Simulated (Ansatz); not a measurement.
One change: `[CH3][In]([CH3])[SeH]` becomes `[CH3][In]([CH3])[OH]`.

Ansatz, PBE0-D4/def2-TZVP geometries, multiplicity 1. Each molecule was computed in one conformer, which needn't be the lowest.

Elements past krypton have def2 core potentials. Scalar relativity is left out up to krypton. Spin–orbit coupling is left out; it splits and shifts lone-pair levels of the heavy atoms by tenths of an eV.

```tsv
property	`[CH3][In]([CH3])[SeH]`
HOMO–LUMO gap (ωB97M-V/def2-TZVPP) / eV	9.28
HOMO energy (PBE0/def2-TZVPP) / eV	-6.73
HOMO energy (PBE/def2-TZVPP) / eV	-5.65
size of the dipole moment (PBE/def2-TZVPP) / D	2.29
HOMO–LUMO gap (PBE/def2-TZVPP) / eV	3.95
HOMO–LUMO gap (PBE0/def2-TZVPP) / eV	5.73
```

Problem. Give the same properties after the change, and the shifts. (Estimate.)

Solution. Computed: 
```
                                      property  `[CH3][In]([CH3])[OH]`  shift
       HOMO–LUMO gap (ωB97M-V/def2-TZVPP) / eV                   10.25   0.97
            HOMO energy (PBE0/def2-TZVPP) / eV                   -7.44  -0.71
             HOMO energy (PBE/def2-TZVPP) / eV                   -6.19  -0.54
size of the dipole moment (PBE/def2-TZVPP) / D                    2.21  -0.08
           HOMO–LUMO gap (PBE/def2-TZVPP) / eV                    4.79   0.84
          HOMO–LUMO gap (PBE0/def2-TZVPP) / eV                    6.75   1.02
```

With PBE0 the HOMO falls by 0.71 eV and the LUMO rises by 0.32 eV, so the gap widens by about 1.03 eV. PBE moves the HOMO by -0.54 eV and ωB97M-V by -0.75 eV. Dipoles are sizes alone; their direction can turn.

Positive LUMOs are unbound, so they and the gaps depend on the basis.
